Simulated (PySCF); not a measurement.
# TDDFT excited states: C7H11FSi

C₇H₁₁FSi.
SMILES: `CC(C)C1=C[SiH2]C(F)=C1`

Computed, not measured: TDDFT B3LYP/def2-SVPD, vertical, gas phase, core orbitals frozen in the response (PySCF). Isolated species at its PBE0-D3(BJ)/def2-SVP geometry (one conformer only). Torsions of this conformer, `[CH3:1][CH:2]([CH3:3])[C:4]1=[CH:5][SiH2:6][C:7]([F:8])=[CH:9]1`: C1–C2–C4–C5 -118°.

Q: Predict the UV-vis stick spectrum at this level.

A: 

```tsv
state	E (eV)	λ (nm)	ν̃ (cm⁻¹)	f	|μ| (D)	main configurations (H = HOMO, L = LUMO)
S1	4.15	298.7	33480	0.043	1.66	H→L (98%)
S2	5.55	223.4	44770	0.0001	0.06	H-1→L (94%)
S3	5.63	220.1	45440	0.0055	0.51	H→L+1 (73%), H→L+2 (23%)
S4	5.82	212.9	46980	0.0004	0.14	H→L+2 (72%), H→L+1 (23%)
S5	6.06	204.7	48850	0.065	1.68	H-2→L (67%), H→L+5 (26%)
S6	6.19	200.2	49960	0.0019	0.28	H-3→L (94%)
S7	6.38	194.4	51430	0.0036	0.39	H→L+3 (90%)
S8	6.50	190.8	52410	0.0029	0.34	H→L+4 (75%), H→L+5 (14%)
S9	6.63	187.1	53450	0.0001	0.07	H-4→L (96%)
S10	6.70	184.9	54070	0.0028	0.33	H→L+6 (90%)
```

Triplets (Tamm–Dancoff): T1 2.64 eV, H→L (97%); T2 4.64 eV, H-2→L (60%), H→L+5 (25%); T3 5.20 eV, H-1→L (93%); T4 5.49 eV, H→L+1 (62%), H→L+2 (32%).

The lowest singlet comes at 299 nm (401 kJ/mol) in the ultraviolet; it is of moderate strength; its leading configuration is HOMO→LUMO (98%). The strongest level in the table is S5 at 6.06 eV (205 nm, f = 0.065). Löwdin shares by element: HOMO carbon 80% or more (atoms not listed hold the other 20%); LUMO carbon 68% or more (atoms not listed hold the other 32%). Of the 10 states listed, 2 reach f = 0.01 and 3 stay under 0.0005. The oscillator strengths of these states sum to 0.126; summed over the whole spectrum of an exact calculation they would give the number of electrons, 76 (Thomas–Reiche–Kuhn). Orbital energies (eV): HOMO-3 -8.93, HOMO-2 -8.49, HOMO-1 -8.45, HOMO -6.35, LUMO -1.63, LUMO+1 0.23, LUMO+2 0.34. The vertical ionisation energy (ΔSCF) is 8.34 eV, 1.63 eV above S10. Singlets were solved by full linear response, triplets in the Tamm–Dancoff approximation.

Hardware: Arm Neoverse N1, one thread, no GPU, shared host with 64 logical CPUs at a one-minute load of 56. Cost: 6.1 min, 1.1 GiB resident at most.
